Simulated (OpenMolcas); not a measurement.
Ti3+, Zr3+, Hf3+: d down the group

```json
{"Program": "OpenMolcas 26.06", "Method": "SS-CASPT2, IPEA 0.25 Eh, imaginary shift 0.1 Eh", "Basis": "ANO-R3", "Scalar Hamiltonian": "X2C, finite nucleus", "Spin-orbit coupling": "state interaction with AMFI integrals over the reference wave functions, term energies averaged over their components"}
```

Active space for each ion: 1 electron in 5 orbitals (d); closed shells correlated by CASPT2: Ti3+ 3s 3p; Zr3+ 4s 4p; Hf3+ 5s 5p.

Computed levels in cm-1 above ²D_3/2:

```tsv
Level	Ti3+	Zr3+	Hf3+
²D_5/2	384	1211	5020
weight of ²D in the lowest level (%)	100	100	100
```

Measured, with the error of the calculation in %. Measured levels: Ti3+ from Corliss and Sugar, J. Phys. Chem. Ref. Data 8, 1 (1979); Zr3+ from the list in Rauch et al., Astron. Astrophys. 599, A142 (2017).

```csv
Level,Ti3+,Zr3+
²D_5/2,382 (+0.6),1251 (-3.2)
```

The fine-structure level ²D_5/2 changes by a factor of 13.1 from Ti3+ to Hf3+.

CASPT2 does not keep the components of a term degenerate, so their means are used; among the terms shown or strongly mixed into the levels shown the widest spread is 17 cm-1 (3d ²D, Ti3+). With one active electron, CASPT2 adds the correlation within the correlated inactive shells and between them and that electron, and leaves the splitting within a term as the reference gives it. Computed and measured levels are paired by configuration, term and J; levels that our copy of the source lacks, or whose pairing is in doubt (as where it misses far off the trend of its configuration), stay unpaired and out of the deviations. Levels of configurations outside the active space are missing.
